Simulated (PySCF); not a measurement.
Correlation energy of S (sulfur, neutral)

[Ne] 3s2 3p4, high-spin 3P determinant. All numbers are calculated (PySCF 2.14, no relativity, point nucleus, in 6-31G* (4s3p1d, 18 functions)). Frozen: [Ne]; 6 electrons correlated.

MP2 pair energies summed by pair of shells (mhartree):

```tsv
pair	energy	share (%)
3s-3p	-34.94	45.8
3p-3p	-33.83	44.4
3s-3s	-7.51	9.8
```

Total MP2 correlation energy: -76.29 mhartree.

Same-spin part -17.92 and opposite-spin part -58.37 mhartree; SCS-MP2 scales them by 1/3 and 6/5 to -76.01 mhartree.

```csv
level,correlation energy (mhartree)
CCSD,-93.93
(T),-1.34
CCSD(T),-95.27
```

Diagnostics: T1 = 0.0062, D1 = 0.0179, largest double amplitude 0.045.

Cost of the coupled-cluster step: 0.17 s of wall time on 1 thread of Neoverse-N1 (shared host), for 6 correlated electrons.

Iterations:

```
CC2 = 0
CCSD nocc = (np.int64(4), np.int64(2)), nmo = (13, 13)
frozen orbitals [[0, 1, 2, 3, 4], [0, 1, 2, 3, 4]]
max_cycle = 100
direct = 0
conv_tol = 1e-08
conv_tol_normt = 1e-06
diis_space = 8
diis_start_cycle = 0
Init t2, MP2 energy = -0.0762864650457034
Init E_corr(UCCSD) = -0.0762864650461087
cycle = 1  E_corr(UCCSD) = -0.0898585469045155  dE = -0.0135720819  norm(t1,t2) = 0.037085
cycle = 2  E_corr(UCCSD) = -0.0927510575850922  dE = -0.00289251068  norm(t1,t2) = 0.0111909
cycle = 3  E_corr(UCCSD) = -0.0939445299765508  dE = -0.00119347239  norm(t1,t2) = 0.00409958
cycle = 4  E_corr(UCCSD) = -0.0939239681684528  dE = 2.05618081e-05  norm(t1,t2) = 0.000585177
cycle = 5  E_corr(UCCSD) = -0.093927454121452  dE = -3.485953e-06  norm(t1,t2) = 0.000182033
cycle = 6  E_corr(UCCSD) = -0.0939264359906754  dE = 1.01813078e-06  norm(t1,t2) = 4.11167e-05
cycle = 7  E_corr(UCCSD) = -0.0939268727891035  dE = -4.36798428e-07  norm(t1,t2) = 6.38813e-06
cycle = 8  E_corr(UCCSD) = -0.0939267342330515  dE = 1.38556052e-07  norm(t1,t2) = 1.14201e-06
cycle = 9  E_corr(UCCSD) = -0.0939267697955296  dE = -3.55624781e-08  norm(t1,t2) = 2.18723e-07
cycle = 10  E_corr(UCCSD) = -0.0939267640431508  dE = 5.75237877e-09  norm(t1,t2) = 3.33003e-08
UCCSD converged
E(UCCSD) = -397.5685622056641  E_corr = -0.09392676404315084
UCCSD(T) correction = -0.00134427416680752
```
